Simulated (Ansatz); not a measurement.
Relaxation of BF$_{2}$H$_{3}$OSi (8 atoms, charge 0, multiplicity 1), to a largest force component of 0.015 eV/Å in at most 40 steps.

Method: RKS BLYP/cc-pVDZ (Ansatz).

```xyz
8
Properties=species:S:1:pos:R:3
B -1.062 0.928 0.168
Si 0.323 -0.249 -0.302
O -0.282 -1.342 -1.446
F 1.626 0.543 -0.946
F 0.877 -1.070 1.074
H -0.990 2.147 -0.048
H -2.079 0.560 0.641
H 0.497 -1.997 -1.620
```

Problem. Where does it end, and by what steps?

Solution. It converged. After 10 steps the energy has fallen by 0.325 eV; O3 moved furthest, 0.21 Å.

```tsv
step	energy less start (eV)	largest force component (eV/Å)	accepted
0	0.0000	2.484	yes
1	-0.2420	0.985	yes
2	-0.2785	1.113	yes
3	-0.2939	0.887	yes
4	-0.3176	0.207	yes
5	-0.3200	0.135	yes
6	-0.3207	0.140	yes
7	-0.3223	0.120	yes
8	-0.3240	0.051	yes
9	-0.3246	0.030	yes
10	-0.3246	0.005	yes
```

```xyz
8
Properties=species:S:1:pos:R:3
B -1.131 0.999 0.169
Si 0.355 -0.276 -0.288
O -0.226 -1.481 -1.305
F 1.683 0.417 -1.004
F 0.949 -0.926 1.121
H -0.980 2.197 0.120
H -2.198 0.555 0.522
H 0.458 -1.963 -1.814
```

The run took 57 s on 1 CPU thread of a shared host.
